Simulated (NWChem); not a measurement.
System: selenium dioxide (SeO$_{2}$); SMILES O=[Se]=O

NWChem input:

```
start job
memory heap 200 mb stack 900 mb global 1100 mb
geometry units angstroms noautosym
  O     -1.227535    -0.738006     0.027878
  Se    -0.019530     0.260470    -0.004623
  O      1.323830    -0.547468    -0.005059
end
basis spherical
  * library 6-31g*
end
dft
  xc xpbe96 cpbe96
  iterations 150
end
driver
  maxiter 150
end
task dft optimize
```

Excerpt of the output:

```
             Northwest Computational Chemistry Package (NWChem) 7.3.0
             --------------------------------------------------------

                             Geometry "geometry" -> ""
                             -------------------------

 Output coordinates in angstroms (scale by  1.889725989 to convert to a.u.)

  No.       Tag          Charge          X              Y              Z
 ---- ---------------- ---------- -------------- -------------- --------------
    1 O                    8.0000    -1.22966180    -0.70944976     0.02737060
    2 Se                  34.0000    -0.02165680     0.28902624    -0.00513040
    3 O                    8.0000     1.32170320    -0.51891176    -0.00556640

 Effective nuclear repulsion energy (a.u.)     196.8765583949

                                Z-matrix (autoz)
                                --------

 Units are Angstrom for bonds and degrees for angles

      Type          Name      I     J     K     L     M      Value
      ----------- --------  ----- ----- ----- ----- ----- ----------
    1 Stretch                  1     2                       1.56757
    2 Stretch                  2     3                       1.56760
    3 Bend                     1     2     3               109.39660

  pbe96 is a nonlocal functional; adding pw91lda local functional.

                           NWChem Geometry Optimization
                           ----------------------------

 maximum gradient threshold         (gmax) =   0.000450
 rms gradient threshold             (grms) =   0.000300
 maximum cartesian step threshold   (xmax) =   0.001800
 rms cartesian step threshold       (xrms) =   0.001200
 fixed trust radius                (trust) =   0.300000
 source of zmatrix                         =   autoz

          -------------------
          Energy Minimization
          -------------------

 Using diagonal initial Hessian
 Scaling for Hessian diagonals: bonds = 1.00  angles = 0.25  torsions = 0.10

          --------
          Step   0

                                 NWChem DFT Module
                                 -----------------

 Summary of "ao basis" -> "ao basis" (spherical)
 ------------------------------------------------------------------------------
       Tag                 Description            Shells   Functions and Types
 ---------------- ------------------------------  ------  ---------------------
 O                           6-31g*                  6       14   3s2p1d
 Se                          6-31g*                 12       32   5s4p3d

            General Information
            -------------------
          SCF calculation type: DFT
          Wavefunction type:  closed shell.
          No. of atoms     :     3
          No. of electrons :    50
           Alpha electrons :    25
            Beta electrons :    25
          Charge           :     0
          Spin multiplicity:     1
          Use of symmetry is: off; symmetry adaption is: off
          Maximum number of iterations: 150
          AO basis - number of functions:    60
                     number of shells:    24
          Convergence on energy requested:  1.00D-06
          Convergence on density requested:  1.00D-05
          Convergence on gradient requested:  5.00D-04

              XC Information
              --------------
          PerdewBurkeErnzerhof Exchange Functional  1.000
            Perdew 1991 LDA Correlation Functional  1.000 local
           PerdewBurkeErnz. Correlation Functional  1.000 non-local

             Grid Information
             ----------------
          Grid used for XC integration:  medium
          Radial quadrature: Mura-Knowles
          Angular quadrature: Lebedev.
          Tag              B.-S. Rad. Rad. Pts. Rad. Cut. Ang. Pts.
          ---              ---------- --------- --------- ---------
          O                   0.60       49           7.0       434
          Se                  1.15      112           6.0       590
          Grid pruning is: on
          Number of quadrature shells:   210
          Spatial weights used:  Erf1

      Superposition of Atomic Density Guess
      -------------------------------------

 Sum of atomic energies:       -2549.01404773

      Non-variational initial energy
      ------------------------------

 Total energy =   -2549.670800
 1-e energy   =   -3941.245662
 2-e energy   =    1194.698304
 HOMO         =      -0.352879
 LUMO         =      -0.127510

   convergence    iter        energy       DeltaE   RMS-Dens  Diis-err
 ---------------- ----- ----------------- --------- --------- ---------
 d= 0,ls=0.0,diis     1  -2550.9259295561 -2.75D+03  5.29D-02  1.45D+00
 d= 0,ls=0.0,diis     2  -2549.9452490699  9.81D-01  3.60D-02  1.02D+01
 d= 0,ls=0.0,diis     3  -2551.1116693079 -1.17D+00  3.73D-03  4.48D-02
 d= 0,ls=0.0,diis     4  -2551.1159152673 -4.25D-03  9.80D-04  3.45D-03
 d= 0,ls=0.0,diis     5  -2551.1162789401 -3.64D-04  4.52D-04  6.35D-04
  Resetting Diis
 d= 0,ls=0.0,diis     6  -2551.1162135663  6.54D-05  2.96D-04  1.12D-03
 d= 0,ls=0.0,diis     7  -2551.1163345810 -1.21D-04  4.16D-05  7.82D-07
 d= 0,ls=0.0,diis     8  -2551.1163334198  1.16D-06  3.57D-05  1.17D-05
 d= 0,ls=0.0,diis     9  -2551.1163345814 -1.16D-06  1.23D-05  9.18D-07
 d= 0,ls=0.0,diis    10  -2551.1163346633 -8.19D-08  3.92D-06  1.79D-07

         Total DFT energy =    -2551.116334663281
      One electron energy =    -3939.161435946362
           Coulomb energy =     1294.994648048426
    Exchange-Corr. energy =     -103.826105160225
 Nuclear repulsion energy =      196.876558394881

 Numeric. integr. density =       50.000007385547

                       DFT Final Molecular Orbital Analysis
                       ------------------------------------

 Vector   23  Occ=2.000000D+00  E=-2.975535D-01
              MO Center=  4.2D-02, -5.6D-01,  1.0D-02, r^2= 2.1D+00
   Bfn.  Coefficient  Atom+Function         Bfn.  Coefficient  Atom+Function
  ----- ------------  ---------------      ----- ------------  ---------------
     5      0.456734  1 O  pz                51     -0.456759  3 O  pz
     9      0.328107  1 O  pz                55     -0.328122  3 O  pz
    45      0.103450  2 Se d  1              35     -0.061800  2 Se d  1

 Vector   24  Occ=2.000000D+00  E=-2.709791D-01
              MO Center=  3.4D-02, -5.0D-01,  9.0D-03, r^2= 2.4D+00
   Bfn.  Coefficient  Atom+Function         Bfn.  Coefficient  Atom+Function
  ----- ------------  ---------------      ----- ------------  ---------------
     3      0.405174  1 O  px                49      0.366095  3 O  px
    50      0.288540  3 O  py                 7      0.272245  1 O  px
    53      0.243954  3 O  px                 4     -0.233645  1 O  py
    54      0.206767  3 O  py                 8     -0.170134  1 O  py
    29      0.148549  2 Se px                42      0.076596  2 Se d -2

 Vector   25  Occ=2.000000D+00  E=-2.704002D-01
              MO Center=  3.3D-02, -3.9D-01,  6.8D-03, r^2= 2.3D+00
   Bfn.  Coefficient  Atom+Function         Bfn.  Coefficient  Atom+Function
  ----- ------------  ---------------      ----- ------------  ---------------
     4      0.428740  1 O  py                50      0.430031  3 O  py
    28     -0.308427  2 Se s                 54      0.305936  3 O  py
     8      0.303027  1 O  py                26     -0.264215  2 Se py
    24      0.182047  2 Se s                 22      0.112974  2 Se py
    46      0.110215  2 Se d  2              20     -0.090092  2 Se s

 Vector   26  Occ=0.000000D+00  E=-1.591081D-01
              MO Center=  3.3D-03, -4.4D-02,  7.9D-04, r^2= 2.2D+00
   Bfn.  Coefficient  Atom+Function         Bfn.  Coefficient  Atom+Function
  ----- ------------  ---------------      ----- ------------  ---------------
    27      0.665133  2 Se pz                 5     -0.369329  1 O  pz
    51     -0.369331  3 O  pz                 9     -0.312737  1 O  pz
    55     -0.312735  3 O  pz                31      0.290265  2 Se pz
    23     -0.255675  2 Se pz                43      0.082801  2 Se d -1
    19      0.076064  2 Se pz                33     -0.041056  2 Se d -1

 Vector   27  Occ=0.000000D+00  E=-1.884211D-03
              MO Center= -3.2D-02,  4.3D-01, -7.6D-03, r^2= 2.9D+00
   Bfn.  Coefficient  Atom+Function         Bfn.  Coefficient  Atom+Function
  ----- ------------  ---------------      ----- ------------  ---------------
    29      0.913215  2 Se px                25      0.528656  2 Se px
     6      0.463688  1 O  s                 52     -0.463770  3 O  s
     8      0.277912  1 O  py                 4      0.276261  1 O  py
    50     -0.270520  3 O  py                54     -0.271156  3 O  py
    21     -0.192574  2 Se px                42      0.167684  2 Se d -2

 Vector   28  Occ=0.000000D+00  E= 1.589752D-02
              MO Center=  7.5D-03, -1.0D-01,  1.8D-03, r^2= 2.8D+00
   Bfn.  Coefficient  Atom+Function         Bfn.  Coefficient  Atom+Function
  ----- ------------  ---------------      ----- ------------  ---------------
    30      0.823820  2 Se py                28     -0.667435  2 Se s
     6      0.525943  1 O  s                 52      0.525830  3 O  s
    26      0.479811  2 Se py                 7      0.347375  1 O  px
    53     -0.348023  3 O  px                24      0.325832  2 Se s
    49     -0.296630  3 O  px                 3      0.294384  1 O  px

     Multipole analysis of the density
     ---------------------------------

     L   x y z        total         alpha         beta         nuclear
     -   - - -        -----         -----         ----         -------
     0   0 0 0     -0.000000    -25.000000    -25.000000     50.000000

     1   1 0 0     -0.076061     -0.038030     -0.038030      0.000000
     1   0 1 0      1.014705      0.507352      0.507352     -0.000000
     1   0 0 1     -0.018011     -0.009006     -0.009006      0.000000

     2   2 0 0    -23.837751    -58.499278    -58.499278     93.160806
     2   1 1 0     -0.236451     -2.402757     -2.402757      4.569064
     2   1 0 1      0.061221      0.609716      0.609716     -1.158210
     2   0 2 0    -20.683593    -26.448969    -26.448969     32.214345
     2   0 1 1      0.035826      0.344045      0.344045     -0.652264
     2   0 0 2    -18.906596     -9.466039     -9.466039      0.025483

            General Information
            -------------------
          SCF calculation type: DFT
          Wavefunction type:  closed shell.
          No. of atoms     :     3
          No. of electrons :    50
           Alpha electrons :    25
            Beta electrons :    25
          Charge           :     0
          Spin multiplicity:     1
          Use of symmetry is: off; symmetry adaption is: off
          Maximum number of iterations: 150
          AO basis - number of functions:    60
                     number of shells:    24
          Convergence on energy requested:  1.00D-06
          Convergence on density requested:  1.00D-05
          Convergence on gradient requested:  5.00D-04

              XC Information
              --------------
          PerdewBurkeErnzerhof Exchange Functional  1.000
            Perdew 1991 LDA Correlation Functional  1.000 local
           PerdewBurkeErnz. Correlation Functional  1.000 non-local

             Grid Information
             ----------------
          Grid used for XC integration:  medium
          Radial quadrature: Mura-Knowles
          Angular quadrature: Lebedev.
          Tag              B.-S. Rad. Rad. Pts. Rad. Cut. Ang. Pts.
          ---              ---------- --------- --------- ---------
          O                   0.60       49           7.0       434
          Se                  1.15      112           6.0       590
          Grid pruning is: on
          Number of quadrature shells:   210
          Spatial weights used:  Erf1

   convergence    iter        energy       DeltaE   RMS-Dens  Diis-err
 ---------------- ----- ----------------- --------- --------- ---------
 d= 0,ls=0.0,diis     1  -2551.1195366960 -2.74D+03  6.19D-03  9.55D-02
 d= 0,ls=0.0,diis     2  -2551.1260109265 -6.47D-03  4.34D-03  2.64D-02
 d= 0,ls=0.0,diis     3  -2551.1169530011  9.06D-03  3.26D-03  1.10D-01
 d= 0,ls=0.0,diis     4  -2551.1285802898 -1.16D-02  3.07D-04  3.93D-04
 d= 0,ls=0.0,diis     5  -2551.1286326115 -5.23D-05  1.01D-04  1.49D-05
 d= 0,ls=0.0,diis     6  -2551.1286258388  6.77D-06  7.84D-05  7.50D-05
 d= 0,ls=0.0,diis     7  -2551.1286339661 -8.13D-06  7.11D-06  6.36D-07
 d= 0,ls=0.0,diis     8  -2551.1286340242 -5.81D-08  1.30D-06  8.88D-09

         Total DFT energy =    -2551.128634024160
      One electron energy =    -3921.273642915431
           Coulomb energy =     1285.963673125387
    Exchange-Corr. energy =     -103.732490297119
 Nuclear repulsion energy =      187.913826063002

 Numeric. integr. density =       50.000005542111

[...]

      ----------------------
      Optimization converged
      ----------------------

  Step       Energy      Delta E   Gmax     Grms     Xrms     Xmax
  ---- ---------------- -------- -------- -------- -------- --------
@    3   -2551.12875989 -2.2D-07  0.00005  0.00004  0.00044  0.00090
                                     ok       ok       ok       ok

                                Z-matrix (autoz)
                                --------

 Units are Angstrom for bonds and degrees for angles

      Type          Name      I     J     K     L     M      Value     Gradient
      ----------- --------  ----- ----- ----- ----- ----- ---------- ----------
    1 Stretch                  1     2                       1.64360   -0.00005
    2 Stretch                  2     3                       1.64360   -0.00005
    3 Bend                     1     2     3               115.53186   -0.00002

                         Geometry "geometry" -> "geometry"
                         ---------------------------------

 Output coordinates in angstroms (scale by  1.889725989 to convert to a.u.)

  No.       Tag          Charge          X              Y              Z
 ---- ---------------- ---------- -------------- -------------- --------------
    1 O                    8.0000    -1.34101610    -0.70800382     0.02862643
    2 Se                  34.0000    -0.02019126     0.26960463    -0.00478577
    3 O                    8.0000     1.43159196    -0.50093609    -0.00716686

 Effective nuclear repulsion energy (a.u.)     187.3277957666

                Final and change from initial internal coordinates
                --------------------------------------------------

                                Z-matrix (autoz)
                                --------

 Units are Angstrom for bonds and degrees for angles

      Type          Name      I     J     K     L     M      Value       Change
      ----------- --------  ----- ----- ----- ----- ----- ---------- ----------
    1 Stretch                  1     2                       1.64360    0.07602
    2 Stretch                  2     3                       1.64360    0.07599
    3 Bend                     1     2     3               115.53186    6.13526

 ==============================================================================
                                internuclear distances
 ------------------------------------------------------------------------------
       center one      |      center two      | atomic units |  angstroms
 ------------------------------------------------------------------------------
    2 Se               |   1 O                |     3.10595  |     1.64360
    3 O                |   2 Se               |     3.10595  |     1.64360
 ------------------------------------------------------------------------------
                         number of included internuclear distances:          2
 ==============================================================================
```

Level: PBE/6-31G* (spherical d).
